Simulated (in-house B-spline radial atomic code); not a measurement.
## The caesium ion Cs⁵⁺: [Ar] 3d9 4s2 4p6 4d10 5s2 5p2 9s1 (an excited or competing configuration)

Method: Dirac-Hartree-Fock, average of configuration, Fermi nucleus of rms radius 4.8041 fm. Calculated with an all-electron radial atomic-structure program (B-spline basis).

Z_r = [3n² - l(l+1)]/(2<r>); Z_e = n√(-2ε); the last column is Slater's effective charge. Values are occupation-weighted means over j. An effective charge above Z reflects the relativistic contraction of the inner shells.

```json
{"shell": "1s", "electrons": "2", "ε (eV)": "-36317", "<r> (bohr)": "0.0261", "Z_r": "57.46", "Z_e": "51.66", "Slater": "54.70"}
{"shell": "2s", "electrons": "2", "ε (eV)": "-5905.9", "<r> (bohr)": "0.1115", "Z_r": "53.82", "Z_e": "41.67", "Slater": "50.85"}
{"shell": "2p", "electrons": "6", "ε (eV)": "-5312.9", "<r> (bohr)": "0.09796", "Z_r": "51.04", "Z_e": "39.52", "Slater": "50.85"}
{"shell": "3s", "electrons": "2", "ε (eV)": "-1354.3", "<r> (bohr)": "0.2956", "Z_r": "45.68", "Z_e": "29.93", "Slater": "43.75"}
{"shell": "3p", "electrons": "6", "ε (eV)": "-1157", "<r> (bohr)": "0.2933", "Z_r": "42.61", "Z_e": "27.66", "Slater": "43.75"}
{"shell": "3d", "electrons": "9", "ε (eV)": "-869.76", "<r> (bohr)": "0.2723", "Z_r": "38.57", "Z_e": "23.99", "Slater": "34.20"}
{"shell": "4s", "electrons": "2", "ε (eV)": "-339.36", "<r> (bohr)": "0.6814", "Z_r": "35.22", "Z_e": "19.98", "Slater": "28.10"}
{"shell": "4p", "electrons": "6", "ε (eV)": "-272.11", "<r> (bohr)": "0.7215", "Z_r": "31.88", "Z_e": "17.89", "Slater": "28.10"}
{"shell": "4d", "electrons": "10", "ε (eV)": "-170.41", "<r> (bohr)": "0.7946", "Z_r": "26.43", "Z_e": "14.16", "Slater": "16.85"}
{"shell": "5s", "electrons": "2", "ε (eV)": "-98.187", "<r> (bohr)": "1.554", "Z_r": "24.13", "Z_e": "13.43", "Slater": "11.65"}
{"shell": "5p", "electrons": "2", "ε (eV)": "-81.245", "<r> (bohr)": "1.714", "Z_r": "21.30", "Z_e": "12.22", "Slater": "11.65"}
{"shell": "9s", "electrons": "1", "ε (eV)": "-11.481", "<r> (bohr)": "10.72", "Z_r": "11.34", "Z_e": "8.27", "Slater": "6.00"}
```

The least bound orbital is 9s1/2 at -11.48 eV, and it is also the most diffuse (<r> = 10.72 bohr). The part-filled 3d shell lies below the filled 5s shell in orbital energy.

Spin-orbit splittings of the orbital energies (j = l + 1/2 above j = l - 1/2 when positive): 2p 353.7 eV, 3p 70.54 eV, 3d 14.83 eV, 4p 15.1 eV, 4d 2.637 eV, 5p 2.664 eV.

For the 1s electron the small component carries 4.12 % of the norm, the zero-frequency Breit interaction raises the level by 92.32 eV, self-energy by 53.22 eV, and vacuum polarisation lowers it by 7.573 eV.

The density falls to 0.001 bohr⁻³ at 3.111 bohr; Σ<r²> = 153.16 bohr² gives, by the non-relativistic formula and without the paramagnetism of open shells, a Langevin diamagnetic susceptibility of -121.3×10⁻⁶ cm³/mol.
